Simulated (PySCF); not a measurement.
Compound: C7H13P.
Numbering: `[CH2:1]1[CH2:2][P:3]2[CH2:4][CH2:5][CH:6]1[CH2:7][CH2:8]2` (hydrogens: H9, H10 on C1; H11, H12 on C2; H13, H14 on C4; H15, H16 on C5; H17 on C6; H18, H19 on C7; H20, H21 on C8)

The calculation used TDDFT B3LYP/def2-SVPD, vertical, gas phase, core orbitals frozen in the response in PySCF 2.14.0, density-fitted response routines. Isolated species at its PBE0-D3(BJ)/def2-SVP geometry, gas phase.

**Question.** List the vertical singlet excitations with oscillator strengths and describe the spectrum.

**Answer.** 

| state | E (eV) | λ (nm) | ν̃ (cm⁻¹) | f | main configurations (H = HOMO, L = LUMO) |
| --- | --- | --- | --- | --- | --- |
| S1 | 5.56 | 222.9 | 44870 | 0.033 | H→L (99%) |
| S2 | 6.22 | 199.4 | 50150 | 0.027 | H→L+1/L+2 (98%) |
| S3 | 6.22 | 199.4 | 50150 | 0.027 | H→L+1/L+2 (98%) |
| S4 | 6.67 | 185.9 | 53790 | 0.0039 | H→L+3 (91%) |
| S5 | 6.67 | 185.8 | 53820 | 0.044 | H→L+4 (93%) |
| S6 | 6.67 | 185.8 | 53830 | 0.041 | H→L+5 (88%) |
| S7 | 7.04 | 176.1 | 56790 | 0.0084 | H→L+6 (59%), H-2/H-1→L (39%) |
| S8 | 7.04 | 176.0 | 56810 | 0.0082 | H→L+7 (57%), H-2/H-1→L (40%) |
| S9 | 7.09 | 174.8 | 57200 | 0.0059 | H-2/H-1→L (≥60%), H→L+6 (36%) |
| S10 | 7.09 | 174.8 | 57220 | 0.0060 | H-2/H-1→L (≥58%), H→L+7 (38%) |

Triplets, Tamm–Dancoff:

```json
{"state": "T1", "E (eV)": "5.40", "λ (nm)": "229.5", "main configurations (H = HOMO, L = LUMO)": "H→L+1/L+2 (≥60%), H→L+4 (24%), H→L+10 (9%)"}
{"state": "T2", "E (eV)": "5.41", "λ (nm)": "229.3", "main configurations (H = HOMO, L = LUMO)": "H→L+1/L+2 (≥60%), H→L+5 (24%), H→L+11 (9%)"}
{"state": "T3", "E (eV)": "5.50", "λ (nm)": "225.6", "main configurations (H = HOMO, L = LUMO)": "H→L (98%)"}
```

The lowest singlet lies at 5.56 eV (223 nm, ultraviolet) and is of moderate strength; its leading configuration is HOMO→LUMO (99%). The strongest level in the table is S5/S6 at 6.67 eV (186 nm, f = 0.085 summed). S2/S3, S4/S5/S6, S7/S8 and S9/S10 lie within about 0.01 eV of each other in each set; the point group C3 has degenerate representations, and within a degenerate level the listed configurations can mix freely. Löwdin shares by element: HOMO phosphorus 57%, carbon 25% or more (atoms not listed hold the other 18%); LUMO carbon 22% or more, hydrogen 6% or more (atoms not listed hold the other 72%). Weighted by f, the mean energy of these states is 6.43 eV. Of the 10 states listed, 5 reach f = 0.01 and none stays under 0.0005. The listed states span 1.53 eV, and the widest gap between neighbours is 0.65 eV (S1 to S2). The vertical ionisation energy (ΔSCF) is 8.19 eV, 1.10 eV above S10. Orbitals of the list HOMO-3 to LUMO+2 that lie within 0.01 eV of each other are written together with a slash and their weights summed (≥ marks a lower bound); for degenerate orbitals outside that list single weights are arbitrary. The window holds the lowest 10 singlets.

On an Intel Xeon 6975P-C with one thread (shared host), this took 88 s of wall time and 1.1 GiB of memory at its peak.

Without π bonds the low states are Rydberg-like; a valence basis with one diffuse set may place them up to an eV too high.
